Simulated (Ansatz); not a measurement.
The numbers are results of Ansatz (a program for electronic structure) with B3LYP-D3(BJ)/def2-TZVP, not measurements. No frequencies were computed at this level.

Ansatz 0.2 input:
```yaml
crystal:
  periodic: [false, false, false]
  atoms:
    - { symbol: B, position_ang: [-0.646666, -0.000295, 0.000318] }
    - { symbol: B, position_ang: [0.989195, 0.00119, -0.000184] }
    - { symbol: O, position_ang: [2.182039, 0.001572, -0.000963] }
    - { symbol: H, position_ang: [-1.260913, -0.995559, -0.00353] }
    - { symbol: H, position_ang: [-1.263656, 0.993091, 0.00436] }
basis:
  gaussian: { orbitals: def2-tzvp }
hamiltonian:
  xc: b3lyp
  dispersion: d3bj
relax:
  max_steps: 150
```

Output:

```
Functional definition: B3LYP
577 factors; their error is unknown
mean field evaluation 1: about -3428.0979 eV, gradient 5.8e1 eV
mean field evaluation 2: about -3393.1339 eV, gradient 1.4e2 eV
mean field evaluation 4: about -3433.8998 eV, gradient 3.8e0 eV
mean field evaluation 8: about -3433.9414 eV, gradient 3.6e-2 eV
mean field evaluation 16: about -3433.9407 eV, gradient 2.3e-5 eV
mean field -3433.94070135 eV, -126.1949931661 hartree, gradient 2.3e-5 eV, S^2 0.000000; 0 other end points of the search recorded, 0 dependent functions left out
reference -3433.94092438 eV, -126.1950013620 hartree; 10, 10 occupied and 95, 95 virtual orbitals, 577 factors
relax step   1: F+E_penalty+E_count = -3434.04576559 eV  Δ(F+E_penalty+E_count) = +0.000e0 eV  max|allowed force component| = 1.050e0 eV/Å  Δτ_max = 0.0000 Å  (26 SCF iters, accepted)
these checks for a lower state are left out or cut short: starts, cluster_reference, orbital_swaps, neighbouring_geometries, increment
577 factors; their error is unknown
mean field -3433.96549116 eV, -126.1959041748 hartree, gradient 2.4e-5 eV, S^2 0.000000; 0 other end points of the search recorded, 0 dependent functions left out
reference -3433.96571505 eV, -126.1959124024 hartree; 10, 10 occupied and 95, 95 virtual orbitals, 577 factors
relax step   2: F+E_penalty+E_count = -3434.07016380 eV  Δ(F+E_penalty+E_count) = -2.440e-2 eV  max|allowed force component| = 1.653e-1 eV/Å  Δτ_max = 0.0212 Å  (29 SCF iters, accepted)
these checks for a lower state are left out or cut short: starts, cluster_reference, orbital_swaps, neighbouring_geometries, increment
577 factors; their error is unknown
mean field -3433.96797320 eV, -126.1959953879 hartree, gradient 2.5e-5 eV, S^2 0.000000; 0 other end points of the search recorded, 0 dependent functions left out
reference -3433.96819752 eV, -126.1960036317 hartree; 10, 10 occupied and 95, 95 virtual orbitals, 577 factors
relax step   3: F+E_penalty+E_count = -3434.07247939 eV  Δ(F+E_penalty+E_count) = -2.316e-3 eV  max|allowed force component| = 1.134e-2 eV/Å  Δτ_max = 0.0090 Å  (30 SCF iters, accepted)
these checks for a lower state are left out or cut short: starts, cluster_reference, orbital_swaps, neighbouring_geometries, increment
577 factors; their error is unknown
mean field evaluation 32: about -3433.9686 eV, gradient 1.1e-4 eV
mean field -3433.96796079 eV, -126.1959949319 hartree, gradient 2.5e-5 eV, S^2 0.000000; 0 other end points of the search recorded, 0 dependent functions left out
reference -3433.96818513 eV, -126.1960031761 hartree; 10, 10 occupied and 95, 95 virtual orbitals, 577 factors
relax step   4: F+E_penalty+E_count = -3434.07246501 eV  Δ(F+E_penalty+E_count) = +1.438e-5 eV  max|allowed force component| = 1.880e-2 eV/Å  Δτ_max = 0.0021 Å  (31 SCF iters, rejected (line search))
these checks for a lower state are left out or cut short: starts, cluster_reference, orbital_swaps, neighbouring_geometries, increment
577 factors; their error is unknown
mean field -3433.96797811 eV, -126.1959955685 hartree, gradient 1.8e-5 eV, S^2 0.000000; 0 other end points of the search recorded, 0 dependent functions left out
reference -3433.96820245 eV, -126.1960038127 hartree; 10, 10 occupied and 95, 95 virtual orbitals, 577 factors
relax step   5: F+E_penalty+E_count = -3434.07248318 eV  Δ(F+E_penalty+E_count) = -3.789e-6 eV  max|allowed force component| = 6.081e-5 eV/Å  Δτ_max = 0.0006 Å  (22 SCF iters, accepted)
577 factors; their error is unknown
mean field -3433.96797811 eV, -126.1959955685 hartree, gradient 1.8e-5 eV, S^2 0.000000; 1 other end points of the search recorded, 0 dependent functions left out
reference -3433.96820245 eV, -126.1960038127 hartree; 10, 10 occupied and 95, 95 virtual orbitals, 577 factors
Total energy: -3434.07270751 eV, -126.1998443030 hartree
Atom 0 at    -0.667905    -0.000611     0.000260 Å, force    -0.000008    -0.000042    -0.000020 eV/Å
Atom 1 at     0.999756     0.000963    -0.000363 Å, force     0.000052    -0.000058    -0.000044 eV/Å
Atom 2 at     2.203952     0.002041    -0.000845 Å, force    -0.000040     0.000061     0.000032 eV/Å
Atom 3 at    -1.266905    -1.025244    -0.003588 Å, force    -0.000028     0.000014     0.000016 eV/Å
Atom 4 at    -1.268899     1.022850     0.004537 Å, force     0.000024     0.000026     0.000016 eV/Å
Dipole moment:    -0.619670    -0.000558     0.000248 e Å
```

Cost: very roughly 9 core-seconds.
